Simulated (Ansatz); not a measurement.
Consider the redistribution: `[CH3][Zn][CH2]Cl` + `N[SiH](Cl)Br` → `[CH3][Zn][Br]` + `N[SiH](Cl)CCl`.

Calculated with Ansatz (gas phase, PBE0-D4/def2-TZVP geometries, no zero-point term in ΔE). CCSD(T)/CBS is the MP2 limit (def2-TZVPP, def2-QZVPP) plus CCSD(T) − MP2 in def2-TZVPP, frozen cores. Functionals use def2-TZVPP. B3LYP here is the variant with VWN-RPA as its local correlation; programs differ in this. For Br, Zn outer-core shells are correlated without core-valence functions, which leaves a few kJ/mol of doubt a bond. Scalar relativity is left out up to krypton. One conformer a species, not always the lowest.

(1) Is it downhill or uphill in electronic energy at CCSD(T)/CBS, and by how much? (An estimate is asked.)

(2) What do these levels give: PBE-D4, PBE0-D4, B3LYP-D4, PBE0, CCSD/def2-TZVPP, CCSD(T)/def2-TZVPP, HF/def2-QZVPP, MP2/def2-QZVPP, SCS-MP2/def2-QZVPP, HF/CBS(def2), MP2/CBS(def2), CCSD/CBS(def2)? (Estimate.)

Largest T1 diagnostic among the species: 0.013.

Results:

(1) Computed: Downhill: ΔE = -0.89 eV.

(2) Computed: PBE-D4 -0.79, PBE0-D4 -0.88, B3LYP-D4 -0.89, PBE0 -0.86, CCSD/def2-TZVPP -0.91, CCSD(T)/def2-TZVPP -0.88, HF/def2-QZVPP -1.15, MP2/def2-QZVPP -0.84, SCS-MP2/def2-QZVPP -0.87, HF/CBS(def2) -1.15, MP2/CBS(def2) -0.84, CCSD/CBS(def2) -0.93 eV.

From PBE to PBE0 (25 % exact exchange), in def2-TZVPP and without D4, ΔE moves by −0.09 eV. In def2-TZVPP, CCSD(T) changes the Hartree–Fock value by +0.26 eV (the triples alone add +0.04 eV) and MP2 by +0.31 eV.
